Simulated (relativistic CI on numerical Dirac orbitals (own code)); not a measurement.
# Re¹⁹⁺: computed level list

These numbers are calculated, not measured: Dirac-Coulomb-Breit CI, orbitals from a KLI potential per configuration, model QED (radiative potential, 1s self-energy scaled to tabulated hydrogen-like ionisation energies), unscaled Slater integrals (own radial code, finite nucleus).

Configurations in the expansion (outside the closed core [Ar] 3d10): 4s2 4p6 4d10 4f10, 4s2 4p6 4d10 4f9 5s, 4s2 4p6 4d9 4f11, 4s2 4p6 4d10 4f9 6s, 4s2 4p5 4d10 4f11, 4s 4p6 4d10 4f11, 4s2 4p6 4d10 4f8 5s2, 4s2 4p6 4d10 4f7 5s2 6s, 4p6 4d10 4f12, 4p6 4d9 4f13, 4p5 4d10 4f13. Double excitations out of closed p, d and f shells are left out; levels of such configurations are missing from the list, as are those of other unlisted configurations, and high levels can miss mixing partners.

The lowest level is 4s2 4p6 4d10 4f10 5I_8, with 86 % of that term; Hund's rules for 4s2 4p6 4d10 4f10 give 5I with J = 8, in agreement.

```csv
No.,Configuration,Term,J,E (cm⁻¹),%,jj configuration (%)
1,4s2 4p6 4d10 4f10,5I,8,0.0,86,4f7/2^4 (69)
2,4s2 4p6 4d10 4f10,5I,7,16915.9,94,4f5/2^5 4f7/2^5 (82)
3,4s2 4p6 4d10 4f10,5I,6,26475.5,84,4f5/2^4 4f7/2^6 (47)
4,4s2 4p6 4d10 4f10,5I,5,30306.6,35,4f7/2^4 (61)
5,4s2 4p6 4d10 4f10,5I,5,37143.4,45,4f5/2^5 4f7/2^5 (55)
6,4s2 4p6 4d10 4f10,5I,4,38707.4,72,4f5/2^5 4f7/2^5 (38)
7,4s2 4p6 4d10 4f10,3D,2,39173.4,25,4f7/2^4 (84)
8,4s2 4p6 4d10 4f10,3K,8,43811.2,57,4f5/2^5 4f7/2^5 (52)
9,4s2 4p6 4d10 4f10,5F,4,45249.9,81,4f5/2^5 4f7/2^5 (44)
10,4s2 4p6 4d10 4f10,5S,2,50846.8,51,4f5/2^5 4f7/2^5 (62)
11,4s2 4p6 4d10 4f10,5G,6,51104.3,61,4f7/2^4 (43)
12,4s2 4p6 4d10 4f10,5F,3,51658.9,78,4f5/2^5 4f7/2^5 (79)
13,4s2 4p6 4d10 4f10,5F,1,54221.5,56,4f5/2^5 4f7/2^5 (84)
14,4s2 4p6 4d10 4f10,5F,5,55746.9,35,4f5/2^5 4f7/2^5 (54)
15,4s2 4p6 4d10 4f10,3G,4,57943.6,39,4f5/2^5 4f7/2^5 (54)
16,4s2 4p6 4d10 4f10,3K,7,58446.9,73,4f5/2^5 4f7/2^5 (59)
17,4s2 4p6 4d10 4f10,3L,9,60081.0,87,4f5/2^5 4f7/2^5 (98)
18,4s2 4p6 4d10 4f10,3H,6,63999.2,58,4f5/2^5 4f7/2^5 (57)
19,4s2 4p6 4d10 4f10,3F,4,65755.0,36,4f7/2^4 (46)
20,4s2 4p6 4d10 4f10,5F,2,66507.1,34,4f5/2^4 4f7/2^6 (39)
21,4s2 4p6 4d10 4f10,5G,5,67769.4,62,4f5/2^5 4f7/2^5 (46)
22,4s2 4p6 4d10 4f10,5G,3,68777.0,43,4f5/2^5 4f7/2^5 (84)
23,4s2 4p6 4d10 4f10,3K,6,69488.1,78,4f5/2^4 4f7/2^6 (43)
24,4s2 4p6 4d10 4f10,3M,10,71919.8,96,4f5/2^5 4f7/2^5 (87)
25,4s2 4p6 4d10 4f10,5F,2,73186.7,25,4f5/2^4 4f7/2^6 (56)
26,4s2 4p6 4d10 4f10,3D,3,77450.7,53,4f5/2^4 4f7/2^6 (69)
27,4s2 4p6 4d10 4f10,3L,8,77560.7,54,4f5/2^4 4f7/2^6 (78)
28,4s2 4p6 4d10 4f10,3P,1,78393.5,66,4f5/2^4 4f7/2^6 (68)
29,4s2 4p6 4d10 4f10,1L,8,79225.1,55,4f5/2^4 4f7/2^6 (60)
30,4s2 4p6 4d10 4f10,3F,3,80431.4,52,4f5/2^4 4f7/2^6 (52)
```

Energies count from the lowest computed level. Filled j subshells are mostly left out of the jj labels.

The mean weight of the leading LS term, summed over parents, in these 30 levels is 59 %, and that of the leading jj configuration (from the same eigenvectors) 62 %.

At this charge energies of transitions that change n are usually good to better than 1 %, and those within a shell (Δn = 0) to a few per cent. Terms inside the open d or f shell come out 10 to 20 % too wide with unscaled integrals.

LS names give the leading component of a level, which can be under half, so a name can repeat, a term be missing and a line seem to break the LS rules.
